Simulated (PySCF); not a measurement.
Coordinates in bohr (charge 0 multiplicity 1):
```
Se    0.0002   -1.1529   -2.8988
Se   -0.0002   -0.2421    3.1102
Se    3.0388    0.6975   -0.1055
Se   -3.0388    0.6974   -0.1059
```

Method: PBE0/[Se def2-SVP], no relativity, density fitting, PySCF.

This geometry of Se₄ is a stationary point at this level.

**Question.** What is the point group?

**Answer.** D2d.

**Question.** Is it a minimum?

**Answer.** Yes: all harmonic wavenumbers are real.

**Question.** List the harmonic modes with their infrared intensities.

**Answer.** 
```tsv
symmetry	ω (cm⁻¹)	IR (km/mol, summed over degenerate members)
a1	104	0.0
b2	156	0.0
e	248	0.2
b1	252	0.0
a1	299	0.0
```

**Question.** Give the ideal-gas entropy at 298.15 K and 1 bar by parts.

**Answer.** translation 180.8, rotation 115.9, vibration 52.7, spin 0.0; total 349.4 J/(mol K).

**Question.** What is the atomisation energy, with and without zero-point energy?

**Answer.** 749 kJ/mol without, 741 kJ/mol with.

In D2d the vibrations span 2a1 + b2 + e + b1. The a1, b1 modes carry no infrared intensity, as symmetry demands.

Only a few start shapes were tried, so a lower isomer may exist.
